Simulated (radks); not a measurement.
Values are calculated unless marked as measured or tabulated.
The nuclear charge of the chromium ion Cr2+ is varied continuously with 22 electrons held in [Ar] 3d4. Level of theory: Dirac Kohn-Sham, PBE, spin-unpolarised, spherical densities, point nucleus; open shells fill j = l - 1/2 first (a radial shooting solver on a logarithmic mesh with Libxc functionals). By the Hellmann-Feynman theorem dE/dZ = E(electron-nucleus)/Z, the electronic potential at the nucleus.

| Z | E (hartree) | E(electron-nucleus)/Z (hartree) | HOMO | e(HOMO) (eV) | <r> HOMO (bohr) |
|---|---|---|---|---|---|
| 23 | -948.75736 | -98.1413 | 3d3/2 | -8.993 | 1.551 |
| 23.1 | -958.59968 | -98.7050 | 3d3/2 | -10.146 | 1.507 |
| 23.2 | -968.49833 | -99.2679 | 3d3/2 | -11.356 | 1.466 |
| 23.3 | -978.45324 | -99.8301 | 3d3/2 | -12.621 | 1.428 |
| 23.4 | -988.46433 | -100.392 | 3d3/2 | -13.938 | 1.393 |
| 23.5 | -998.53155 | -100.953 | 3d3/2 | -15.307 | 1.361 |
| 23.6 | -1008.65486 | -101.513 | 3d3/2 | -16.726 | 1.330 |
| 23.7 | -1018.83420 | -102.073 | 3d3/2 | -18.194 | 1.302 |
| 23.8 | -1029.06952 | -102.633 | 3d3/2 | -19.709 | 1.275 |
| 23.9 | -1039.36080 | -103.192 | 3d3/2 | -21.270 | 1.250 |
| 24 | -1049.70800 | -103.751 | 3d3/2 | -22.876 | 1.226 |
| 24.1 | -1060.11109 | -104.310 | 3d3/2 | -24.526 | 1.204 |
| 24.2 | -1070.57004 | -104.869 | 3d3/2 | -26.220 | 1.183 |
| 24.3 | -1081.08484 | -105.427 | 3d3/2 | -27.956 | 1.162 |
| 24.4 | -1091.65546 | -105.985 | 3d3/2 | -29.734 | 1.143 |
| 24.5 | -1102.28188 | -106.543 | 3d3/2 | -31.552 | 1.125 |
| 24.6 | -1112.96409 | -107.101 | 3d3/2 | -33.412 | 1.107 |
| 24.7 | -1123.70207 | -107.659 | 3d3/2 | -35.311 | 1.090 |
| 24.8 | -1134.49582 | -108.216 | 3d3/2 | -37.249 | 1.074 |
| 24.9 | -1145.34532 | -108.774 | 3d3/2 | -39.226 | 1.058 |
| 25 | -1156.25056 | -109.331 | 3d3/2 | -41.242 | 1.044 |

The central difference of E at Z = 24 is -103.751 hartree, to compare with the third column; the second derivative is -5.59 hartree.
